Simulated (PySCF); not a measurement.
# Two-component Hartree-Fock for Kr⁺ (krypton, charge +1)

Start: [Ar] 3d10 4s1 4p6; 4s1/2 filled at m_j = +1/2. Calculated with PySCF 2.14 in x2c-TZVPall-2c with one added diffuse shell each of s, p, d type (7s8p5d1f, 63 functions): generalised Hartree-Fock with the X2C-1e Hamiltonian and a Gaussian nucleus; one run each with spin-orbit coupling (SO) switched off, then screened by Boettger's factors. This is a chosen level, not necessarily the ground level.

```tsv
spinor shell	electrons	ε, spin-free (eV)	ε, screened SO (eV)	weight of nominal j (screened SO)	rms radius, screened SO (bohr)
1s1/2	2	-14419.0	-14418.5	1.000	0.0478
2s1/2	2	-1974.6	-1974.5	1.000	0.199
2p1/2	2	-1742.2	-1779.1	1.000	0.175
2p3/2	4	-1742.2	-1724.5	1.000	0.178
3s1/2	2	-319.08	-319.05	1.000	0.565
3p1/2	2	-242.88	-248.60	0.999	0.574
3p3/2	4	-242.88	-240.14	1.000	0.584
3d3/2	4	-115.98	-116.79	0.989	0.609
3d5/2	6	-115.98	-115.41	0.993	0.612
4s1/2	1	-45.794	-45.789	1.000	1.64
4p1/2	2	-24.812	-25.087	0.656	1.96
```

Problem. Where does 4p3/2 lie, and what is the 4p spin-orbit splitting (screened SO)?

Solution. At -24.684 eV, 0.403 eV above 4p1/2.

```csv
quantity,spin-free,screened SO
E (hartree),-2786.95772,-2787.12629
M_J,1/2,1/2
⟨J²⟩,0.762,0.762
⟨L²⟩,0.000,0.005
⟨S²⟩,0.762,0.767
```

Each row is a mean over spinors that exchange with the open shell spreads, by up to 3.927 eV (4p3/2).

Rows whose weight is well below 1 are mixtures of j = l ± 1/2: exchange outweighs spin-orbit coupling there, and the label is only the starting occupation.

Without spin-orbit coupling the j labels of p, d and f shells carry no meaning; the spin-free column gives the mean over the occupied spinors of each nl shell.
